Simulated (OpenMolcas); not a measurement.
# Pr3+: moving or changing the point charges

Pr3+ among 2 point charges of -1 e arranged as a linear pair (D∞h), 2.53 Å from the ion.

```yaml
Program: OpenMolcas 26.06
Method: CASSCF
Basis: ANO-RCC-VDZP [7s6p4d2f1g]
Scalar_Hamiltonian: DKH2, point nucleus
Active_space: 2 electrons in 7 orbitals (4f)
State_averaging: 2S+1 = 3 even, 21 roots; 2S+1 = 1 even, 27 roots kept (CI in the orbitals of an earlier block)
Spin-orbit_coupling: RASSI with atomic mean-field integrals over the reference wave functions
```

Runs around this geometry, states (labels by Λ). Energies in cm-1 above the lowest state or level, χT in cm3 K/mol.

```
R (Å)  Ground state  First state of that spin  First gap with spin-orbit (degeneracies)  Width of lowest J  χT at 300 K
 2.53            3H                  3Γ 625.2                              653.3 (2, 2)               1206        1.477
 2.64            3H                  3Γ 544.1                              568.4 (2, 2)               1070        1.500
 2.96            3H                  3Γ 375.9                              392.9 (2, 2)                771        1.555
```

Taking the width of the lowest J multiplet as R^-n, n = -ln(771 / 1206) / ln(2.96 / 2.53) = 2.9 between the shortest and longest distance.

Point charges carry no covalency, so the field is a model and not that of real ligands. No measured value stands beside these numbers.
